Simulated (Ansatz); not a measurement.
One geometry of Zn6S5Cl2, a halide-capped cluster cut from wurtzite ZnS (2 Cl on the cations), several levels of theory.

```yaml
crystal:
  periodic: [false, false, false]
  atoms:
    - {symbol: Zn, position_ang: [0.703597, -2.081297, -1.153656]}
    - {symbol: S, position_ang: [-0.840900, -0.513856, -0.250657]}
    - {symbol: S, position_ang: [0.339303, -1.693941, 3.285891]}
    - {symbol: Zn, position_ang: [-0.812045, -0.033199, 2.330423]}
    - {symbol: Zn, position_ang: [-1.179118, 1.285602, -1.771569]}
    - {symbol: S, position_ang: [-1.735755, 1.982702, 2.613148]}
    - {symbol: S, position_ang: [2.758065, -1.101248, -0.315669]}
    - {symbol: Zn, position_ang: [1.639862, -1.497470, 1.592769]}
    - {symbol: Zn, position_ang: [1.269685, 0.635971, -0.423980]}
    - {symbol: S, position_ang: [0.599389, 2.746017, -1.012217]}
    - {symbol: Zn, position_ang: [-0.619606, 2.517887, 0.862246]}
    - {symbol: Cl, position_ang: [0.436799, -3.798526, -2.385728]}
    - {symbol: Cl, position_ang: [-2.559276, 1.551357, -3.371012]}
basis:
  gaussian: {orbitals: def2-TZVP, fitting: {mean_field: def2-universal-jkfit}, initial_orbitals: start.molden}
magnetization: {spin_polarized: true, initial_magnetization: 2}
hamiltonian: {xc: pbe, dispersion: d4}
scf: {omitted_lower_state_checks: [starts]}
output: {orbitals: {seedname: orbitals}}
```

The file start.molden holds the orbitals of an earlier run on this structure, at another level or in another basis.

```sh
$ ansatz run in.yaml --threads 2 --pin off --events-out ev --progress --plain --max-ram 32768MiB --backend cuda --devices 0, --max-vram 18GiB
```

Shortened log:

```
Functional definition: PBE
2480 factors; integrals over basis functions are off by at most 3.1e-1 eV
mean field evaluation 1: about -369677.9170 eV, gradient 1.9e1 eV
mean field evaluation 2: about -369678.6107 eV, gradient 8.5e-1 eV
mean field evaluation 4: about -369678.6474 eV, gradient 8.4e-2 eV
mean field evaluation 8: about -369678.6493 eV, gradient 6.0e-1 eV
mean field evaluation 16: about -369678.6336 eV, gradient 1.5e0 eV
mean field evaluation 32: about -369678.6568 eV, gradient 3.5e-5 eV
mean field -369678.65676179 eV, -13585.4400588022 hartree, gradient 2.6e-6 eV, S^2 2.004019; 0 other end points of the search recorded, 0 dependent functions left out
reference -369678.65683032 eV, -13585.4400613210 hartree; 148, 146 occupied and 399, 401 virtual orbitals, 2480 factors
Total energy: -369679.79387930 eV, -13585.4818471000 hartree
Checks for a lower state left out: starts
```

Hardware: 2 threads of AMD EPYC 7R13 on a shared host and a share (18 GiB) of an NVIDIA H100 80GB HBM3. Wall time 25 s, peak host memory 1.2 GiB.

First input, but with `gaussian: {orbitals: def2-TZVP, fitting: {mean_field: def2-universal-jkfit}}`, `hamiltonian: {xc: pbe0, dispersion: d4}` (abridged; 20 s):

```
Functional definition: PBE0
mean field evaluation 16: about -369687.7800 eV, gradient 4.6e-2 eV
mean field evaluation 32: about -369687.7802 eV, gradient 3.1e-4 eV
mean field -369687.78015252 eV, -13585.7753372276 hartree, gradient 1.2e-5 eV, S^2 2.010772
Total energy: -369688.79859354 eV, -13585.8127642449 hartree
Checks for a lower state left out: starts
```

Geometry: PBE-D4/def2-SVP, that of the neutral singlet.

Single mean-field runs in def2-TZVP are fitted with def2-universal-jkfit. At PBE-D4/def2-TZVP the gap within one spin of the charge 0 triplet nearly closes, so an electron or hole may be smeared out by delocalisation error. At PBE0-D4/def2-TZVP a singlet of charge 0 lies 3.38 eV below the triplet at the same geometry.
